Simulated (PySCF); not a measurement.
NP, SMILES N#P (connectivity only; charge and spin as stated), charge +1, multiplicity 2. Geometry: B3LYP-D3(BJ)/def2-TZVPD. The spin state was assumed, not searched.

Calculation: B3LYP-D3(BJ)/def2-TZVPD in PySCF 2.14.0.

Harmonic wavenumbers (cm⁻¹): 1370. Rotational constants (GHz): 24.09 (linear); symmetry number 1.

### Question
Work out the zero-point energy and the ideal-gas rigid-rotor harmonic-oscillator thermochemistry at 298.15 K and 1 atm.

### Answer
ZPE = ½ Σ hcν = ½ × 1370 cm⁻¹ = 8.20 kJ/mol. H − E(el) = 16.89 kJ/mol. Entropy in J/(mol K): translation 156.22, rotation 54.48, vibration 0.09, spin 5.76, total 216.54. G − E(el) = -47.67 kJ/mol. Cp = 29.59 J/(mol K).
